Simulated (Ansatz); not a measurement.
Total energies of BH7SeSi2 (`[SiH3][SiH2]B[SeH]`).

```xyz
11

Si    1.565    0.086    1.043
Si   -0.623    0.634    0.398
B    -1.325   -0.900   -0.663
Se   -1.285   -0.965   -2.560
H     2.411   -0.114   -0.164
H     2.165    1.169    1.870
H     1.567   -1.173    1.836
H    -0.568    1.888   -0.409
H    -1.423    0.896    1.628
H    -1.743   -1.903   -0.167
H    -0.742    0.382   -2.810
```

The species carries charge 0 and has multiplicity 1. Correlated methods include outer-core shells of Se, which these sets cover unevenly. Scalar relativity is left out up to krypton. Geometry: relaxed with PBE0-D4/def2-TZVP. It is one conformer, not always the lowest. Basis def2-TZVPP, Ansatz 0.2.0.

RPA on PBE orbitals: Hartree–Fock energy of these orbitals -3006.43446 Eh, correlation -1.13671 Eh (frozen core).

```
 functional  energy without D4 (Eh)  D4 term (kJ/mol)
LDA (SPW92)             -3003.53444                 –
        PBE             -3008.90659             -26.7
     revPBE             -3009.29745             -68.7
       BLYP             -3009.62364             -56.7
     r2SCAN             -3009.53893              -6.6
     B97M-V             -3009.05278                 –
       PBE0             -3009.05418             -23.0
      B3LYP             -3009.71296             -43.4
    r2SCANh             -3009.53232              -7.1
    r2SCAN0             -3009.52372              -8.0
      BHLYP             -3009.59474             -37.2
  CAM-B3LYP             -3009.73295             -24.0
    LC-ωPBE             -3009.09033                 –
     B2PLYP             -3008.96649                 –
```

(1) Give the same for HSE06 (plane-wave form), ωB97X-V, ωB97M-V, PBE-QIDH. (An estimate is asked.)

B3LYP takes the VWN-RPA correlation (the form of Gaussian; ORCA's B3LYP/G). HSE06 is the plane-wave form, built on full-range PBE exchange. The double hybrids freeze the cores in their second-order part.

Results:

(1) Ansatz gave: 
| functional | energy without D4 (Eh) | D4 term (kJ/mol) |
| --- | --- | --- |
| HSE06 (plane-wave form) | -3009.04126 | -21.8 |
| ωB97X-V | -3009.30652 | – |
| ωB97M-V | -3009.40806 | – |
| PBE-QIDH | -3008.56087 | – |

LC-ωPBE has ω = 0.4 bohr⁻¹.
